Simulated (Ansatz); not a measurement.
GaBr₃⁻. Charge -1, multiplicity 2. Geometry PBE-D4/def2-SVP, that of the neutral singlet.

```
atom   x (Å)   y (Å)   z (Å)
 Ga1   0.000   0.000   0.000
 Br2  -1.277   0.480   1.832
 Br3  -0.096   1.346  -1.843
 Br4   1.372  -1.826   0.011
```

At PBE-D4/def2-TZVPD, r2SCAN-D4/def2-TZVPD, PBE0-D4/def2-TZVPD the highest occupied level of the charge -1 doublet lies above zero (up to 1.13 eV). By energy differences its removal costs 0.92 eV (vertical, to the charge 0 singlet, at r2SCAN-D4/def2-TZVPD); a positive level beside a positive removal energy at the same level points to self-interaction error.

(1) Estimate the α-spin orbital energies around the gap (eV) in Ansatz with PBE-D4/def2-TZVPD, r2SCAN-D4/def2-TZVPD, PBE0-D4/def2-TZVPD.

Results:

(1) 
| orbital | PBE-D4/def2-TZVPD | r2SCAN-D4/def2-TZVPD | PBE0-D4/def2-TZVPD |
| --- | --- | --- | --- |
| HOMO−5 | -3.23 | -3.48 | -4.46 |
| HOMO−4 | -3.23 | -3.48 | -4.46 |
| HOMO−3 | -3.20 | -3.44 | -4.39 |
| HOMO−2 | -3.20 | -3.44 | -4.39 |
| HOMO−1 | -2.89 | -3.15 | -4.10 |
| HOMO | 1.07 | 1.13 | 0.57 |
| LUMO | 1.85 | 1.82 | 2.53 |
| LUMO+1 | 2.58 | 3.05 | 2.96 |
| LUMO+2 | 2.58 | 3.05 | 2.96 |
| LUMO+3 | 2.68 | 3.10 | 3.09 |
| LUMO+4 | 3.32 | 3.82 | 3.68 |
| LUMO+5 | 3.32 | 3.83 | 3.68 |
| β HOMO | -2.83 | -3.07 | -4.03 |
| β LUMO | 1.48 | 1.97 | 2.28 |
